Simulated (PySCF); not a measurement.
**Atomic charges by several schemes**

C6H11FSi.
Atom-mapped SMILES: `[CH2:1]=[CH:2][CH2:3][SiH2:4][CH2:5][C:6](=[CH2:7])[F:8]` (hydrogens: H9, H10 on C1; H11 on C2; H12, H13 on C3; H14, H15 on Si4; H16, H17 on C5; H18, H19 on C7)

Cartesian coordinates in Å at the GFN2-xTB level; atoms count from 1:
```
atom  x, y, z in Å
C1     2.465    1.188   -0.793
C2     2.347    0.214    0.092
C3     1.757   -1.122   -0.191
Si4   -0.012   -1.258    0.524
C5    -1.067    0.091   -0.335
C6    -2.436    0.138    0.224
C7    -2.988    1.070    0.978
F8    -3.163   -0.970   -0.085
H9     2.156    1.062   -1.818
H10    2.883    2.147   -0.537
H11    2.666    0.373    1.115
H12    2.375   -1.899    0.260
H13    1.737   -1.299   -1.267
H14    0.003   -1.000    1.969
H15   -0.564   -2.585    0.243
H16   -1.133   -0.138   -1.400
H17   -0.600    1.068   -0.229
H18   -3.995    0.974    1.342
H19   -2.442    1.955    1.241
```

Density: PBE0/pcSseg-1 (PySCF); schemes: Mulliken, IAO, Hirshfeld and ESP-fitted. One conformer (not necessarily the lowest) at the GFN2-xTB geometry, without solvent, vibrations or thermal averaging.

**Question.** Tabulate the Mulliken, IAO, Hirshfeld and ESP-fitted charges.

**Answer.** In e:

```
atom                  environment  Mulliken     IAO  Hirshfeld  ESP-fitted
  C1         terminal =CH2 carbon    -0.161  -0.340     -0.111      -0.592
  C2             alkene CH carbon    -0.254  -0.124     -0.035      +0.085
  C3  sp3 carbon bound to silicon    -0.479  -0.539     -0.154      -0.502
 Si4                 SiH2 silicon    +0.673  +0.776     +0.349      +0.567
  C5  sp3 carbon bound to silicon    -0.506  -0.559     -0.164      -0.485
  C6           vinylic C–F carbon    +0.141  +0.309     +0.092      +0.375
  C7         terminal =CH2 carbon    -0.213  -0.405     -0.148      -0.698
  F8               vinyl fluorine    -0.291  -0.288     -0.091      -0.190
  H9             vinylic hydrogen    +0.106  +0.141     +0.043      +0.223
 H10             vinylic hydrogen    +0.117  +0.151     +0.044      +0.204
 H11             vinylic hydrogen    +0.113  +0.144     +0.046      +0.104
 H12           methylene hydrogen    +0.157  +0.159     +0.046      +0.150
 H13           methylene hydrogen    +0.146  +0.151     +0.046      +0.170
 H14                Si–H hydrogen    -0.065  -0.122     -0.078      -0.114
 H15                Si–H hydrogen    -0.061  -0.116     -0.076      -0.125
 H16           methylene hydrogen    +0.163  +0.165     +0.048      +0.164
 H17           methylene hydrogen    +0.165  +0.169     +0.048      +0.172
 H18             vinylic hydrogen    +0.127  +0.167     +0.048      +0.249
 H19             vinylic hydrogen    +0.122  +0.160     +0.050      +0.242
```

Mean size of the charges over all atoms: ESP-fitted 0.285 e, IAO 0.262 e, Mulliken 0.214 e, Hirshfeld 0.090 e. Each set sums to the total charge, 0, to within 0.001 e. The ESP scheme is a least-squares fit of atom-centred charges to the potential on four shells outside the van der Waals surface, with the total charge fixed.

Lowest charge. The schemes don't all agree: Mulliken C5 (-0.506); IAO C5 (-0.559); Hirshfeld C5 (-0.164); ESP-fitted C7 (-0.698).

Highest charge. All schemes agree: Mulliken Si4 (+0.673); IAO Si4 (+0.776); Hirshfeld Si4 (+0.349); ESP-fitted Si4 (+0.567).

**Question.** How many electrons does the ESP-fitted scheme count on C2?

**Answer.** Z − q = 6 − (+0.085) = 5.915.

**Question.** How closely do the schemes follow one another over all atoms?

**Answer.** Correlation coefficient and root-mean-square difference: IAO with Hirshfeld 0.98, 0.207 e; Mulliken with IAO 0.97, 0.087 e; Mulliken with Hirshfeld 0.94, 0.162 e; IAO with ESP-fitted 0.93, 0.122 e; Hirshfeld with ESP-fitted 0.89, 0.241 e; Mulliken with ESP-fitted 0.83, 0.188 e.

**Question.** Sum the charges by element, for elements with more than one atom.

**Answer.** 
```csv
element,atoms,Mulliken,IAO,Hirshfeld,ESP-fitted
C,6,-1.473,-1.659,-0.521,-1.816
H,11,+1.090,+1.170,+0.262,+1.438
```
